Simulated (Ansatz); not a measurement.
Gas-phase electronic energies from Ansatz, PBE0-D4/def2-TZVP geometries. CCSD(T)/CBS is the MP2 limit (def2-TZVPP, def2-QZVPP) plus CCSD(T) − MP2 in def2-TZVPP, frozen cores. This one scheme is used for every species. DFT in def2-TZVPP. Each species was taken in one conformer, which may not be the lowest.

Reaction (substitution at a C–C bond): `[SiH3]CC=S` + `CCS` → `CCSC=S` + `C[SiH3]`

Question: Is it downhill or uphill in electronic energy at CCSD(T)/CBS, and by how much? (An estimate is asked.)

Answer: The calculation gave: Downhill: ΔE = -21.7 kJ/mol.

Question: What do these levels give: r2SCAN-D4, PBE0-D4, ωB97M-V, r2SCAN, HF/def2-TZVPP, MP2/def2-TZVPP, SCS-MP2/def2-TZVPP, CCSD/def2-TZVPP, HF/def2-QZVPP, HF/CBS(def2), MP2/CBS(def2), CCSD/CBS(def2)? (Estimate.)

Answer: Ansatz gave: r2SCAN-D4 -36.2, PBE0-D4 -28.5, ωB97M-V -21.3, r2SCAN -36.0, HF/def2-TZVPP -7.2, MP2/def2-TZVPP -25.4, SCS-MP2/def2-TZVPP -21.4, CCSD/def2-TZVPP -14.8, HF/def2-QZVPP -7.0, HF/CBS(def2) -6.9, MP2/CBS(def2) -27.5, CCSD/CBS(def2) -16.9 kJ/mol.

Largest T1 diagnostic among the species: 0.016.

From PBE to PBE0 (25 % exact exchange), in def2-TZVPP and without D4, ΔE moves by +8.1 kJ/mol. In def2-TZVPP, CCSD(T) changes the Hartree–Fock value by −12.3 kJ/mol (the triples alone add −4.8 kJ/mol) and MP2 by −18.2 kJ/mol.
